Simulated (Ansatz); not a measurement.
Consider the redistribution: `[Cl][In]([Cl])[CH]1BO1` + `N[SiH](F)Cl` → `[NH2][In]([Cl])[Cl]` + `F[Si@H](Cl)[C@H]1BO1`.

Program: Ansatz. Geometries: PBE0-D4/def2-TZVP. ΔE: electronic, gas phase. CCSD(T)/CBS adds triple-zeta CCSD(T) − MP2 to the extrapolated MP2 energy (def2 sets, frozen cores). Elements past krypton have def2 core potentials. For In outer-core shells are correlated without core-valence functions, which leaves a few kJ/mol of doubt a bond. One conformer a species, not always the lowest.

```csv
species,HF/def2-TZVPP energy (Eh)
`[Cl][In]([Cl])[CH]1BO1`,-1246.95895
`N[SiH](F)Cl`,-904.32973
`[NH2][In]([Cl])[Cl]`,-1163.99861
`F[Si@H](Cl)[C@H]1BO1`,-987.27110
```

**Question.** Work out ΔE.

**Answer.** ΔE = (-1163.99861) + (-987.27110) − (-1246.95895) − (-904.32973) = 0.01897 Eh = +49.8 kJ/mol. CCSD(T)/CBS gives +45.0 kJ/mol.

Largest T1 diagnostic among the species: 0.015.
